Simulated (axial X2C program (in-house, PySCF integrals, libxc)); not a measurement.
The numbers below are computed, except where a source is named.
# NiSi⁺: input and output

Program: an in-house relativistic program for diatomic molecules.

Input:
```json
{"zs": [28, 14], "q": 1, "bas": ["dyall-cv3z", "dyall-v3z"], "levels": ["PBE0", "HF", "B3LYP"], "cc": true, "r0": 2.26, "thr": -2.0, "nmax": 90, "npts": 10, "nst": 2, "ntry": 6}
```
```bash
python so2c.py task.json out
```

Keys: zs atomic numbers; q charge; bas basis sets; levels methods; cc coupled cluster on or off; r0 starting distance in Å; thr threshold in hartree for freezing inner shells (an s shell follows its p shell); nmax most natural virtual spinors; npts points on the curve; nst determinants followed; ntry starts of the search. HF also brings MP2.

Output of the HF step, two-component, at R = 2.190 Å for the state Ω = 5/2. It starts from PBE0 orbitals of this distance.

```
two-component X2C + atomic mean field  HF
basis functions 151  fitting functions 897  grid points 5081
iter        total energy     max residual
   1      -1807.810812793     2.39e-01
   2      -1807.841978945     3.04e-02
   3      -1807.845297035     9.98e-02
   4      -1807.852330508     1.32e-02
   5      -1807.852739462     2.24e-03
   6      -1807.852882964     2.22e-03
   7      -1807.852905678     9.59e-04
   8      -1807.852925775     5.93e-04
   9      -1807.852931534     6.13e-04
  10      -1807.852934946     3.36e-04
  11      -1807.852937641     4.15e-04
  12      -1807.852960024     2.08e-03
  13      -1807.853012535     3.41e-03
  14      -1807.853153881     5.59e-03
  15      -1807.853501402     8.86e-03
  16      -1807.854221605     1.29e-02
  17      -1807.855409308     1.62e-02
  18      -1807.856980100     1.78e-02
  19      -1807.858729473     1.87e-02
  20      -1807.860460467     1.71e-02
  21      -1807.865685593     1.83e-02
  22      -1807.868131662     5.46e-03
  23      -1807.868616023     1.31e-03
  24      -1807.868661120     8.83e-04
  25      -1807.868703825     7.54e-04
  26      -1807.868729135     7.11e-04
  27      -1807.868744785     7.07e-04
  28      -1807.868776888     6.78e-04
  29      -1807.868808606     7.59e-04
  30      -1807.868838267     5.87e-04
  31      -1807.868853404     3.15e-04
  32      -1807.868859404     2.20e-04
  33      -1807.868861217     1.52e-04
  34      -1807.868861794     7.03e-05
  35      -1807.868861951     3.64e-05
  36      -1807.868861988     2.60e-05
  37      -1807.868861997     1.03e-05
  38      -1807.868861999     3.43e-06
  39      -1807.868862000     1.52e-06
converged
one-electron -2693.22575957  Coulomb 873.86836285  exact exchange -82.74512719  xc functional 0.00000000  nuclear repulsion 94.72030442  atomic mean-field constant -0.48664250
correlated 13  virtual 221  natural virtual 89  E(MP2) -0.490931605  MP2 remainder -0.041284005
iter   CCSD correlation   residual
   1     -0.386405011   2.66e-01
   2     -0.412877550   1.87e-01
   3     -0.421093954   6.47e-02
   4     -0.423118246   4.40e-02
   5     -0.424494320   2.89e-02
   6     -0.426319013   2.10e-02
   7     -0.426905724   1.34e-02
   8     -0.426925102   8.96e-03
   9     -0.427606052   6.25e-03
  10     -0.427475733   3.67e-03
  11     -0.427607075   2.15e-03
  12     -0.427648626   9.93e-04
  13     -0.427641321   6.09e-04
  14     -0.427642049   3.73e-04
  15     -0.427643183   2.25e-04
  16     -0.427639019   1.50e-04
  17     -0.427638207   8.45e-05
  18     -0.427637100   6.51e-05
  19     -0.427635897   5.34e-05
  20     -0.427635565   4.20e-05
  21     -0.427634809   3.20e-05
  22     -0.427634733   2.10e-05
  23     -0.427634855   1.31e-05
  24     -0.427634709   8.50e-06
  25     -0.427634727   5.39e-06
(T) -0.023526519  T1 0.1025  D1 0.2392  max T2 0.068
```
Energies are in hartree; totals compare only within one Hamiltonian and basis. T1 is large, a sign of multireference character or of a spin-contaminated reference. T1 in the output is the amplitude norm over the root of the electron number; divide by √2 for the Lee–Taylor value.
